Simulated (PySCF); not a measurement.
SMILES C#Cc1ccc(C=O)n1C, C8H7NO

Geometry (Å), atoms numbered from 1 in this order:
```xyz
17

C     3.1632    0.3609    1.3217
C     2.0196    0.4812    0.9715
C     0.6846    0.6398    0.5701
C    -0.1602    1.7249    0.8066
C    -1.3771    1.4254    0.2149
C    -1.2624    0.1646   -0.3746
C    -2.2654   -0.5594   -1.1000
O    -2.1456   -1.6556   -1.6077
N     0.0095   -0.2921   -0.1421
C     0.5358   -1.5519   -0.5842
H     4.1606    0.2603    1.6301
H     0.1030    2.6119    1.3476
H    -2.2551    2.0408    0.2024
H    -3.2219   -0.0036   -1.1656
H     1.5711   -1.6387   -0.2563
H     0.4855   -1.6228   -1.6720
H    -0.0521   -2.3738   -0.1723
```

The calculation used quadratic response B3LYP/def2-SVPD first hyperpolarisability, Taylor convention, gas phase (PySCF). Geometry: GFN2-xTB.

Task: What is the first hyperpolarisability, and how does it disperse?

Result: In au, Taylor convention; the vector part is βᵢ = ⅓ Σⱼ (βᵢⱼⱼ + βⱼᵢⱼ + βⱼⱼᵢ); β∥ is 3/5 of the vector part along the dipole, the dipole points from − to +:
```tsv
process	λ (nm)	β vector norm	β∥	β HRS	depolarisation ratio
static β(0;0,0)	∞	383.7	230.2	203.6	2.88
second harmonic β(−2ω;ω,ω)	1064	674.3	404.2	329.3	3.39
Pockels β(−ω;ω,0)	1064	457.4	274.3	–	–
second harmonic β(−2ω;ω,ω)	800	1160.3	694.8	537.3	3.86
Pockels β(−ω;ω,0)	800	527.3	316.2	–	–
```

Task: Which lowest excitations, dipole and polarisabilities go with it?

Result: S1 3.78 eV (f = 0.000); S2 4.41 eV (f = 0.509); S3 4.82 eV (f = 0.045); dipole 2.68 D; isotropic α 113.1 au static, 115.6 au at 1064 nm, 117.7 au at 800 nm, 124.9 au at 532 nm, 140.3 au at 400 nm.
